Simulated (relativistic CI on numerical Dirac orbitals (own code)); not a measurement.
What each ingredient does to the levels of Tb49+

Base calculation: Dirac-Coulomb-Breit CI, orbitals from a KLI potential per configuration, a model potential for QED, unscaled Slater integrals.

Configurations in the expansion (outside the closed core [Ne]): 3s²3p⁴, 3s3p⁵, 3s²3p³3d, 3p⁶, 3s3p⁴3d, 3p⁵3d, 3s3p³3d², 3s²3p²3d4p, 3p⁵4s, 3s3p³3d4s, 3s²3p³4s, 3p⁵4p, 3s²3p³4p, 3s²3p³4d, 3p⁴3d4p, 3s3p⁴4s, 3s²3p³4f, 3s3p⁴4p, 3s3p⁴4d, 3s3p⁴4f, 3s²3p³5s, 3s²3p³5p, 3s²3p²4s4p, 3s²3p³5d, 3s²3p³5f, 3s²3p³5g, 3s3p³4s², 3s3p⁴5s, 3s²3p²3d², 3s²3p3d³, 3s3p²3d³, 3s²3p3d²4s, 3s²3p3d²4p, 3s²3p3d²4d, 3p⁴3d², 3p³3d³, 3p³3d²4s, 3p³3d²4p, 3p³3d²4d, 3s²3p²3d4s, 3s3p²3d²4s, 3s²3p3d4s², 3s²3p3d4s4p, 3s²3p3d4s4d, 3p⁴3d4s, 3p³3d4s², 3p³3d4s4p, 3p³3d4s4d, 3s²3p²4s², 3s3p²3d4s², 3s²3p4s²4p, 3s²3p4s²4d, 3s²3p²4p², 3s²3p3d4p², 3s3p²3d4p², 3s²3p4s4p², 3s²3p4p³, 3s²3p4p²4d, 3s3p³4s4p, 3s3p²3d4s4p, 3s3p²4s²4p, 3s3p²4s4p², 3s3p²4s4p4d. Double excitations out of closed p, d and f shells are left out; levels of such configurations are missing from the list, as are those of other unlisted configurations, and high levels can miss mixing partners. These lack a partner that the ground configuration has and come out too high: 3s²3p³4f, 3s3p⁴4p, 3s3p⁴4d, 3s3p⁴4f, 3s²3p³5s.

The lowest level and the first level of each name with at least 55 % of one term (blank where a level has no safe partner in the second run):

```csv
Level,Base (eV),Shift (eV)
3s²3p⁴ ³P2,0.000,0.000
3s²3p⁴ ¹S0,16.853,
3s²3p⁴ ³P1,185.468,-185.468
3s²3p⁴ ¹D2,193.983,-181.309
3s²3p³3d ³P°0,205.856,
3s3p⁵ ³P°2,337.206,-211.597
3s²3p⁴ ³P0,385.808,
3s²3p²3d² ³P0,425.842,
3s²3p³3d ³G°5,434.143,-235.522
3s3p⁵ ³P°0,526.285,-400.675
3s3p⁴3d ⁵F5,566.051,-262.713
```

At this charge energies of transitions that change n are usually good to better than 1 %, and those within a shell (Δn = 0) to a few per cent.

Question: One thing was changed in a second run, which moved the levels as shown. Which?
A. QED terms removed
B. configuration mixing switched off
C. non-relativistic limit
D. Breit term removed

Answer: C. Non-relativistic limit. Without relativity the fine structure collapses and s electrons lose their extra binding.

LS names give the leading component of a level, which can be under half, so a name can repeat, a term be missing and a line seem to break the LS rules.
